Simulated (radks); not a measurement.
Values are calculated unless marked as measured or tabulated.
Task: H, configuration 2s1 (not the ground configuration). Level of theory: non-relativistic Kohn-Sham, PBEsol, spin-polarised, spherical densities, point nucleus; open shells are filled with parallel spins first (a radial shooting solver on a logarithmic mesh with Libxc functionals). Some entries of the table are withheld. Estimate them.

orbital,occ.,eigenvalue (eV),<r> (bohr)
1s up,0,-12.8240,1.352
2s up,1,-2.1636,5.697
2p up,0,(1),(2)

Result: 
(1) 2p up eigenvalue (eV): -1.8189
(2) 2p up <r> (bohr): 5.336
